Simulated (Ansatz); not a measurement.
C₂H₆OSn (SMILES C=[CH][SnH2][OH]), singlet, at a GFN2-xTB geometry (such geometries of metal compounds can be far from the true shape) (all electrons, no relativity); SC-NEVPT2/STO-3G, CASSCF(6,5) (Ansatz, a program for electronic structure).

Here is a job for Ansatz.
Ansatz 0.2 input:
```yaml
crystal:
  periodic: [false, false, false]
  atoms:
    - {symbol: Sn, position_ang: [0.26046906, -0.21998760, -0.33857973]}
    - {symbol: O, position_ang: [1.76060701, 0.09872078, 0.88349030]}
    - {symbol: C, position_ang: [-1.42172972, 0.93975703, 0.31197715]}
    - {symbol: C, position_ang: [-2.40582671, 0.46040609, 1.04536942]}
    - {symbol: H, position_ang: [0.11002530, -1.87343884, -0.16387173]}
    - {symbol: H, position_ang: [0.80590558, 0.18951690, -1.88968765]}
    - {symbol: H, position_ang: [2.03337220, 1.00180227, 1.02757287]}
    - {symbol: H, position_ang: [-1.42238590, 1.98008989, 0.01543451]}
    - {symbol: H, position_ang: [-2.44201096, -0.57086767, 1.35710355]}
    - {symbol: H, position_ang: [-3.22787658, 1.08153267, 1.37043291]}
basis:
  gaussian:
    orbitals: STO-3G
magnetization: {spin_polarized: false}
correlation: {method: sc_nevpt2, electrons: all, active_space: {window: {electrons: 6, orbitals: 5}}}
```

Output, abridged:

```
Functional definition: HF
657 factors; integrals over basis functions are off by at most 4.3e-5 eV
mean field evaluation 1: about -166406.4197 eV, gradient 2.3e1 eV
mean field evaluation 2: about -166406.4995 eV, gradient 2.3e1 eV
mean field evaluation 4: about -166408.5132 eV, gradient 1.4e0 eV
mean field evaluation 8: about -166408.5224 eV, gradient 3.8e-2 eV
mean field -166408.52240254 eV, -6115.4004025456 hartree, gradient 1.8e-6 eV, S^2 0.000000; 0 other end points of the search recorded, 0 dependent functions left out; unrestricted orbitals would lower it
reference -166408.52240254 eV, -6115.4004025456 hartree; 38, 38 occupied and 10, 10 virtual orbitals, 657 factors
state -166410.38240355 eV, -6115.4687563220 hartree
state -166410.38240355 eV, -6115.4687563220 hartree; corrected -166413.94337352 eV, -6115.5996195546 hartree
state -166410.14519492 eV, -6115.4600390657 hartree
state -166410.14519492 eV, -6115.4600390657 hartree; corrected -166413.98381296 eV, -6115.6011056768 hartree
state -166410.14519492 eV, -6115.4600390657 hartree; corrected -166413.98381296 eV, -6115.6011056768 hartree
state -166410.18331422 eV, -6115.4614399241 hartree
state -166410.18331422 eV, -6115.4614399241 hartree; corrected -166414.01970440 eV, -6115.6024246627 hartree
state -166410.18331422 eV, -6115.4614399241 hartree; corrected -166414.01970440 eV, -6115.6024246627 hartree
WARN: the results are in doubt because another end's mean lies 0.199 eV lower, and its corrected mean 0.076 eV higher
Total energy: -166414.01970440 eV, -6115.6024246627 hartree
In doubt: another end's mean lies 0.199 eV lower, and its corrected mean 0.076 eV higher
```
